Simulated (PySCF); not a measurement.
Molfile (atoms numbered from 1):
```
CH7NSSi2
     RDKit          3D

 12 11  0  0  0  0  0  0  0  0999 V2000
   -1.5564    0.6079    0.7042 C   0  0  0  0  0  0  0  0  0  0  0  0
   -0.6949    0.2378   -0.1396 N   0  0  0  0  0  0  0  0  0  0  0  0
   -0.7727   -1.1686   -1.1815 Si  0  0  0  0  0  4  0  0  0  0  0  0
    0.9225   -2.3760   -0.6920 S   0  0  0  0  0  0  0  0  0  0  0  0
    2.3788   -0.7879   -0.5280 Si  0  0  0  0  0  4  0  0  0  0  0  0
   -2.5243    0.0919    0.8822 H   0  0  0  0  0  0  0  0  0  0  0  0
   -1.3781    1.5010    1.3315 H   0  0  0  0  0  0  0  0  0  0  0  0
   -1.9886   -2.0204   -0.9879 H   0  0  0  0  0  0  0  0  0  0  0  0
   -0.7052   -0.6650   -2.5817 H   0  0  0  0  0  0  0  0  0  0  0  0
    3.6994   -1.4696   -0.6592 H   0  0  0  0  0  0  0  0  0  0  0  0
    2.3132   -0.1013    0.7921 H   0  0  0  0  0  0  0  0  0  0  0  0
    2.2097    0.1992   -1.6333 H   0  0  0  0  0  0  0  0  0  0  0  0
  1  2  2  0
  2  3  1  0
  3  4  1  0
  4  5  1  0
  1  6  1  0
  1  7  1  0
  3  8  1  0
  3  9  1  0
  5 10  1  0
  5 11  1  0
  5 12  1  0
M  END
```

Geometry: PBE0-D3(BJ)/def2-SVP; GIAO shifts from PySCF, gas phase, non-relativistic, averaged over equivalent atoms.

At PBE0/cc-pVTZ (260 basis functions, 36 s wall time on 1 thread of an Arm Neoverse V1, shared host):
| atoms | δ (ppm) |
| --- | --- |
| C1 | 172.4 |
| N2 | 410.7 |
| Si3 | -10.3 |
| Si5 | -48.9 |
| S4 | -284.6 |
| H6 | 8.73 |
| H7 | 8.57 |
| H8/H9 | 5.54 |
| H10/H11/H12 | 4.81 |

δ = σ(ref) − σ, references computed at the same level: TMS for ¹³C (σ = 187.29 ppm) and ²⁹Si (σ = 360.00 ppm) and ¹H (σ = 31.29 ppm); NH3 for ¹⁵N (σ = 266.77 ppm); CS2 for ³³S (σ = 524.82 ppm).

Task: Estimate the result of repeating the calculation with PBE/pcSseg-2.

Result: 
| atoms | δ at PBE/pcSseg-2 | change |
| --- | --- | --- |
| C1 | 177.0 | +4.6 |
| N2 | 422.5 | +11.8 |
| Si3 | -15.7 | -5.4 |
| Si5 | -56.6 | -7.7 |
| S4 | -266.3 | +18.3 |
| H6 | 8.88 | +0.15 |
| H7 | 8.64 | +0.07 |
| H8/H9 | 5.68 | +0.14 |
| H10/H11/H12 | 4.94 | +0.13 |

Referencing at the same level of theory: ¹³C (σref 179.39) and ²⁹Si (σref 323.43) and ¹H (σref 31.18) vs TMS; ¹⁵N (σref 261.04) against NH3; ³³S (σref 497.38) vs CS2.

The largest change is at S4 (sulfur bonded to 2 Si). Cost: 299 basis functions, 55 s wall time on 1 thread of an Arm Neoverse V1, shared host.

Experimental scales use liquid or dissolved standards, which lie at an offset from isolated NH3 (liquid NH3: subtract about 20 ppm). Unscaled 15N shifts of sp2 nitrogen often come out too high even then, by a few to some tens of ppm.
